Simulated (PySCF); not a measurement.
F6Se, charge -1, doublet, at a GFN2-xTB geometry (a state made from the parent by changing its charge; the spin is typed, not shown lowest) (in this run its highest filled SCF level lies above zero, so its values depend strongly on the basis, on diffuse functions most of all), atoms displaced at random by about 0.08 Å a coordinate; R2SCAN/STO-3G, gradient (PySCF).

Input for PySCF:
```python
from pyscf import gto, scf, dft

mol = gto.M(
    atom='''
F     1.17225226   -0.42300464   -1.49450978
Se    0.07999217   -0.10836526    0.10102188
F     1.38977282   -0.55976811    0.70288795
F    -0.73090617   -1.81867739    0.49226669
F    -1.54357619    0.75977178   -0.99472356
F     0.66407186    1.50799255   -0.06652589
F    -0.65296748    0.65124767    1.36758458
''',
    basis='sto-3g',
    charge=-1,
    spin=1,
    verbose=4,
)

mf = dft.UKS(mol)
mf.xc = 'r2scan'
mf.kernel()
g = mf.nuc_grad_method()
g.grid_response = True
grad = g.kernel()
```

What the program printed (banner, timings and long lists left out):

```
PySCF version 2.14.0

[INPUT] verbose = 4
[INPUT] num. atoms = 7
[INPUT] num. electrons = 89
[INPUT] charge = -1
[INPUT] spin (= nelec alpha-beta = 2S) = 1
[INPUT] symmetry False subgroup None
[INPUT] Mole.unit = angstrom
[INPUT] Symbol           X                Y                Z      unit          X                Y                Z       unit  Magmom
[INPUT]  1 F      1.172252260000  -0.423004640000  -1.494509780000 AA    2.215235720302  -0.799362919020  -2.824214174684 Bohr   0.0
[INPUT]  2 Se     0.079992170000  -0.108365260000   0.101021880000 AA    0.151163293410  -0.204780662817   0.190903685789 Bohr   0.0
[INPUT]  3 F      1.389772820000  -0.559768110000   0.702887950000 AA    2.626290005164  -1.057808421165   1.328265721757 Bohr   0.0
[INPUT]  4 F     -0.730906170000  -1.818677390000   0.492266690000 AA   -1.381212484055  -3.436802176039   0.930249224346 Bohr   0.0
[INPUT]  5 F     -1.543576190000   0.759771780000  -0.994723560000 AA   -2.916936251500   1.435760581373  -1.879755098052 Bohr   0.0
[INPUT]  6 F      0.664071860000   1.507992550000  -0.066525890000 AA    1.254913942431   2.849692917384  -0.125715712293 Bohr   0.0
[INPUT]  7 F     -0.652967480000   0.651247670000   1.367584580000 AA   -1.233929705447   1.230679735561   2.584360308378 Bohr   0.0

nuclear repulsion = 779.360824112432
number of shells = 26
number of NR pGTOs = 144
number of NR cGTOs = 48
basis = sto-3g
ecp = {}

******** <class 'pyscf.dft.uks.UKS'> ********
method = UKS
initial guess = minao
damping factor = 0
level_shift factor = 0
DIIS = <class 'pyscf.scf.diis.CDIIS'>
diis_start_cycle = 1
diis_space = 8
diis_damp = 0
SCF conv_tol = 1e-09
SCF conv_tol_grad = None
SCF max_cycles = 50
direct_scf = True
direct_scf_tol = 1e-13
number electrons alpha = 45  beta = 44
XC library pyscf.dft.libxc version 7.1.2
    S. Lehtola, C. Steigemann, M. J. T. Oliveira, and M. A. L. Marques,  SoftwareX 7, 1–5 (2018)
XC functionals = r2scan
    J. W. Furness, A. D. Kaplan, J. Ning, J. P. Perdew, and J. Sun,  J. Phys. Chem. Lett. 11, 8208–8215 (2020)
    J. W. Furness, A. D. Kaplan, J. Ning, J. P. Perdew, and J. Sun,  J. Phys. Chem. Lett. 11, 9248–9248 (2020)
    J. W. Furness, A. D. Kaplan, J. Ning, J. P. Perdew, and J. Sun,  J. Phys. Chem. Lett. 11, 8208–8215 (2020)
    J. W. Furness, A. D. Kaplan, J. Ning, J. P. Perdew, and J. Sun,  J. Phys. Chem. Lett. 11, 9248–9248 (2020)
radial grids:
    Treutler-Ahlrichs [JCP 102, 346 (1995); DOI:10.1063/1.469408] (M4) radial grids

becke partition: Becke, JCP 88, 2547 (1988); DOI:10.1063/1.454033
pruning grids: <function nwchem_prune>
grids dens level: 3
symmetrized grids: False
atomic radii adjust function: <function treutler_atomic_radii_adjust>
small_rho_cutoff = 0
Set gradient conv threshold to 3.16228e-05
tot grids = 106000
init E= -2962.74651873075

cycle= 1 E= -2964.4444768583  delta_E= -1.7  |g|= 0.368  |ddm|= 2.56
cycle= 2 E= -2962.73705585598  delta_E= 1.71  |g|= 1.65  |ddm|= 3.14
cycle= 3 E= -2964.47901067159  delta_E= -1.74  |g|= 0.331  |ddm|= 2.62
cycle= 4 E= -2964.49365700256  delta_E= -0.0146  |g|= 0.282  |ddm|= 1.16
cycle= 5 E= -2964.58044639195  delta_E= -0.0868  |g|= 0.0401  |ddm|= 0.637
cycle= 6 E= -2964.58058636473  delta_E= -0.00014  |g|= 0.0394  |ddm|= 0.186
cycle= 7 E= -2964.58204724481  delta_E= -0.00146  |g|= 0.0131  |ddm|= 0.111
cycle= 8 E= -2964.58224184981  delta_E= -0.000195  |g|= 0.00192  |ddm|= 0.0327
cycle= 9 E= -2964.58224570631  delta_E= -3.86e-06  |g|= 0.000951  |ddm|= 0.00662
cycle= 10 E= -2964.58224691025  delta_E= -1.2e-06  |g|= 0.000124  |ddm|= 0.00367
cycle= 11 E= -2964.58224693606  delta_E= -2.58e-08  |g|= 5.22e-05  |ddm|= 0.000645
cycle= 12 E= -2964.58224693825  delta_E= -2.19e-09  |g|= 2.27e-05  |ddm|= 0.000148
cycle= 13 E= -2964.58224693884  delta_E= -5.96e-10  |g|= 2.36e-06  |ddm|= 6.38e-05
Extra cycle  E= -2964.58224693883  delta_E= 1.32e-11  |g|= 5.01e-06  |ddm|= 1.71e-05
converged SCF energy = -2964.58224693883  <S^2> = 0.76230867  2S+1 = 2.012271

******** <class 'pyscf.grad.uks.Gradients'> for <class 'pyscf.dft.uks.UKS'> ********
unit = Eh/Bohr
grid_response = True
--------------- UKS gradients ---------------
         x                y                z
0 F    -0.0074218699     0.0023743969     0.0094295991
1 Se     0.2570633944     0.0075722472     0.3186012752
2 F    -0.2485062496     0.0787817441    -0.1564593085
3 F     0.0018924734     0.0318701366    -0.0274034893
4 F    -0.0057503634     0.0024048965    -0.0069838438
5 F    -0.0525244153    -0.0779919184     0.0066226432
6 F     0.0552470304    -0.0450115029    -0.1438068759
----------------------------------------------
```
